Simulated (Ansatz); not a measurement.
Start from `[CH3][AlH][NH][SiH2]C` and change one element to get `CBN[SiH2]C`.

Ansatz, PBE0-D4/def2-TZVP geometries, multiplicity 1. Each molecule was computed in one conformer, which needn't be the lowest.

| property | `[CH3][AlH][NH][SiH2]C` |
| --- | --- |
| LUMO energy (ωB97M-V/def2-TZVPP) / eV | 1.14 |
| HOMO–LUMO gap (PBE/def2-TZVPP) / eV | 5.00 |
| size of the dipole moment (PBE/def2-TZVPP) / D | 1.59 |
| size of the dipole moment (B3LYP/def2-TZVPP) / D | 1.53 |
| ideal-gas entropy at 298 K and 1 bar (rigid rotor, harmonic PBE0-D4/def2-TZVP) / J/(mol·K) | 405 |
| LUMO energy (PBE/def2-TZVPP) / eV | -1.16 |

Give the same properties after the change, and the shifts. (Estimate.)

Computed: 
```json
{"property": "LUMO energy (ωB97M-V/def2-TZVPP) / eV", "`CBN[SiH2]C`": "2.07", "shift": "0.93"}
{"property": "HOMO–LUMO gap (PBE/def2-TZVPP) / eV", "`CBN[SiH2]C`": "6.09", "shift": "1.09"}
{"property": "size of the dipole moment (PBE/def2-TZVPP) / D", "`CBN[SiH2]C`": "1.08", "shift": "-0.51"}
{"property": "size of the dipole moment (B3LYP/def2-TZVPP) / D", "`CBN[SiH2]C`": "1.02", "shift": "-0.51"}
{"property": "ideal-gas entropy at 298 K and 1 bar (rigid rotor, harmonic PBE0-D4/def2-TZVP) / J/(mol·K)", "`CBN[SiH2]C`": "364", "shift": "-41"}
{"property": "LUMO energy (PBE/def2-TZVPP) / eV", "`CBN[SiH2]C`": "-0.70", "shift": "0.46"}
```

With PBE0 the HOMO falls by 0.62 eV and the LUMO rises by 0.67 eV, so the gap widens by about 1.29 eV. PBE moves the HOMO by -0.62 eV and ωB97M-V by -0.61 eV. Dipoles are sizes alone; their direction can turn. Modes under 60 cm⁻¹, often nearly free rotors, make the harmonic entropy too high.

B3LYP here is the variant with VWN-RPA as its local correlation; programs differ in this.
